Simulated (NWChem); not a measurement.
## Correlation energy of Te (-1)

SMILES: [Te-]
```xyz
1

Te     0.0000     0.0000     0.0000
```
Charge -1, spin multiplicity 2.

The numbers come from NWChem runs, not from measurements.

Basis set: def2-SVPD. Each correlation energy counts from its own Hartree-Fock reference.

Effective core potentials replace the inner electrons of Te; spin-orbit coupling is left out. The correlated methods keep 4 core orbitals frozen. The stability of the SCF solutions was not checked. Open-shell Hartree-Fock references start from PBE0 orbitals. No row is a measurement; the coupled-cluster row has its own basis-set and correlation limits.

**Question.** For the correlation energy, CCSD on UHF gives -117.6 mHa and CCSD on ROHF gives -120.5 mHa. What do CCSD(T) on ROHF, CCSD[T] on ROHF give?

**Answer.** CCSD(T) on ROHF: -123.8 mHa; CCSD[T] on ROHF: -123.9 mHa.
